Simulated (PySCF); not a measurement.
Field gradients at the hydrogen positions

Species: TMS-CH2F, C₄H₁₁FSi.
Numbering: `[CH3:1][Si:2]([CH3:3])([CH3:4])[CH2:5][F:6]` (hydrogens: H7, H8, H9 on C1; H10, H11, H12 on C3; H13, H14, H15 on C4; H16, H17 on C5)

Cartesian coordinates in Å at the PBE0-D3(BJ)/def2-TZVP level; atoms count from 1:
```
atom  x, y, z in Å
C1    -1.1082    1.0425   -1.1007
Si2    0.0284    0.0064   -0.0378
C3     1.4233    1.0512    0.6412
C4     0.6960   -1.4563   -1.0006
C5    -0.9768   -0.6873    1.4171
F6    -1.5817    0.3518    2.1302
H7    -0.5534    1.5382   -1.9016
H8    -1.8874    0.4299   -1.5618
H9    -1.5977    1.8139   -0.5014
H10    2.1215    0.4490    1.2281
H11    1.0319    1.8393    1.2896
H12    1.9865    1.5281   -0.1650
H13   -0.1129   -2.0764   -1.3958
H14    1.2972   -1.1161   -1.8483
H15    1.3331   -2.0895   -0.3774
H16   -0.3465   -1.2475    2.1172
H17   -1.7701   -1.3634    1.0777
```

Level: PBE0/pcSseg-2 (PySCF, non-relativistic); Q(2H) = 0.00286 b; rigid geometry, the same for H and D, with no vibrational averaging.

Task: Tabulate Vzz, the asymmetry η and χzz = 234.96 MHz × Q × Vzz for every hydrogen position.

Result: 
| atom | bonded to | bond length (Å) | Vzz (au) | η | χzz (kHz) |
| --- | --- | --- | --- | --- | --- |
| H7 | C1 | 1.093 | 0.2912 | 0.02 | 196 |
| H8 | C1 | 1.093 | 0.2910 | 0.02 | 196 |
| H9 | C1 | 1.093 | 0.2898 | 0.03 | 195 |
| H10 | C3 | 1.093 | 0.2914 | 0.02 | 196 |
| H11 | C3 | 1.093 | 0.2895 | 0.03 | 195 |
| H12 | C3 | 1.093 | 0.2914 | 0.02 | 196 |
| H13 | C4 | 1.093 | 0.2908 | 0.03 | 195 |
| H14 | C4 | 1.094 | 0.2903 | 0.03 | 195 |
| H15 | C4 | 1.093 | 0.2907 | 0.03 | 195 |
| H16 | C5 | 1.096 | 0.2746 | 0.12 | 185 |
| H17 | C5 | 1.096 | 0.2744 | 0.12 | 184 |

Task: Give the 2H NMR doublet splittings at H12 for a magnetic field along the z, y and x axes of the gradient: 3χ/2, 3χ(1 + η)/4, 3χ(1 − η)/4.

Result: With |χ| = 195.8 kHz and η = 0.024: 294, 150 and 143 kHz, to first order and without motion.

Geometry: PBE0-D3(BJ)/def2-TZVP; no solvent, vibrations or thermal averaging.
